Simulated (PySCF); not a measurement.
Telling isomers of C$_{6}$H$_{9}$ClSi apart by NMR

- geometry from GFN2-xTB
- σ from GIAO-PBE0/pcSseg-1
- run in PySCF 2.14.0 with density-fitted response routines
- in vacuum, averaged over atoms made equivalent by symmetry, fast rotation or ring inversion, no relativistic terms, a single conformation

References, each an isolated molecule treated in the same way: TMS for 1H (31.72 ppm) and 13C (186.93 ppm). Where no couplings were computed, multiplicities follow the n + 1 count of equivalent neighbours, and m marks all less simple cases (inequivalent or close neighbours, rings, F or P nearby). Shifts are as computed. Against solution values, carbons near 30 ppm lie about +3 ppm off and those near 130 ppm about +5 ppm; carbons on Cl a further +6 ppm. Of 1309 compounds with measured shifts, 239 miss one by over three times the rms of a fit or turn the order of signals round; such compounds aren't used in these exercises. Carbons bonded to Cl come out too deshielded.

(1) Tabulate the signals of `C=C1C[C@@H]1[C@]1(Cl)C[SiH2]1`, `C=C[C@H]1CC([SiH3])=C1Cl`, `CC#C[C@H]1C[Si@H](Cl)C1`, `C=C/C=C(\C=C)[SiH2]Cl`, `C=C1[SiH2][C@H](Cl)/C1=C\C` and their relative energies.

(2) What is the quickest way to tell C=C1C[C@@H]1[C@]1(Cl)C[SiH2]1 from C=C/C=C(\C=C)[SiH2]Cl?

(3) What is the quickest way to tell C=C1C[C@@H]1[C@]1(Cl)C[SiH2]1 from C=C1[SiH2][C@H](Cl)/C1=C\C?

(4) What is the quickest way to tell C=C[C@H]1CC([SiH3])=C1Cl from C=C1[SiH2][C@H](Cl)/C1=C\C?

## Answers

(1) 
```json
{"SMILES": "C=C1C[C@@H]1[C@]1(Cl)C[SiH2]1", "carbon types": "2×C 1×CH 3×CH2", "δC": "144.6, 111.6, 51.3, 27.6, 11.9, 9.6", "δH": "5.75 (m, 1H), 5.60 (m, 1H), 2.99 (m, 1H), 2.89 (m, 1H), 2.47 (m, 1H), 1.37 (m, 1H), 1.30 (m, 1H), 1.02 (m, 1H), 0.74 (m, 1H)", "E rel. (kcal/mol)": "60.8"}
{"SMILES": "C=C[C@H]1CC([SiH3])=C1Cl", "carbon types": "2×C 2×CH 2×CH2", "δC": "163.8, 147.9, 145.5, 124.6, 61.7, 37.9", "δH": "5.90 (m, 1H), 5.52 (m, 1H), 5.43 (m, 1H), 4.11 (s, 3H), 3.52 (m, 1H), 2.75 (m, 1H), 2.12 (m, 1H)", "E rel. (kcal/mol)": "39.6"}
{"SMILES": "CC#C[C@H]1C[Si@H](Cl)C1", "carbon types": "2×C 1×CH 2×CH2 1×CH3", "δC": "92.7, 85.4, 34.0, 21.3, 4.8", "δH": "5.89 (m, 1H), 3.18 (m, 1H), 2.28 (m, 2H), 1.99 (s, 3H), 1.92 (m, 2H)", "E rel. (kcal/mol)": "6.6"}
{"SMILES": "C=C/C=C(\\C=C)[SiH2]Cl", "carbon types": "1×C 3×CH 2×CH2", "δC": "150.4, 143.1, 139.8, 138.3, 131.6, 127.8", "δH": "7.32 (m, 1H), 7.30 (m, 1H), 6.56 (d, 1H), 5.82 (m, 1H), 5.77 (m, 1H), 5.74 (m, 1H), 5.73 (m, 1H), 5.36 (s, 2H)", "E rel. (kcal/mol)": "0.0"}
{"SMILES": "C=C1[SiH2][C@H](Cl)/C1=C\\C", "carbon types": "2×C 2×CH 1×CH2 1×CH3", "δC": "151.6, 150.3, 132.7, 128.6, 47.8, 18.0", "δH": "6.53 (q, 1H), 6.45 (br s, 1H), 5.63 (br s, 1H), 5.04 (m, 1H), 4.81 (m, 1H), 4.44 (m, 1H), 2.10 (d, 3H)", "E rel. (kcal/mol)": "32.2"}
```

Energies are electronic energies at PBE0/pcSseg-1 on these geometries, without zero-point or thermal terms, each for the one conformer computed, which needn't be the lowest.

(2) Both give the same number of carbon signals, but DEPT or the intensities differ. The first has a three-membered-ring carbon (C) at 51.3 ppm, the second an alkene CH at 150.4 ppm. Their most deshielded carbons lie at 144.6 and 150.4 ppm. In the proton spectra the most deshielded non-exchanging signals are 5.75 (m, 1H) and 7.32 (m, 1H).

(3) Both give the same number of carbon signals, but DEPT or the intensities differ. The first has a three-membered-ring carbon (C) at 51.3 ppm, the second an alkene CH at 132.7 ppm. Their most deshielded carbons lie at 144.6 and 151.6 ppm. In the proton spectra the most deshielded non-exchanging signals are 5.75 (m, 1H) and 6.53 (q, 1H).

(4) Both give the same number of carbon signals, but DEPT or the intensities differ. The first has an allylic sp3 CH2 at 37.9 ppm, the second an allylic methyl carbon (CH3) at 18.0 ppm. Their most deshielded carbons lie at 163.8 and 151.6 ppm. In the proton spectra the most deshielded non-exchanging signals are 5.90 (m, 1H) and 6.53 (q, 1H).
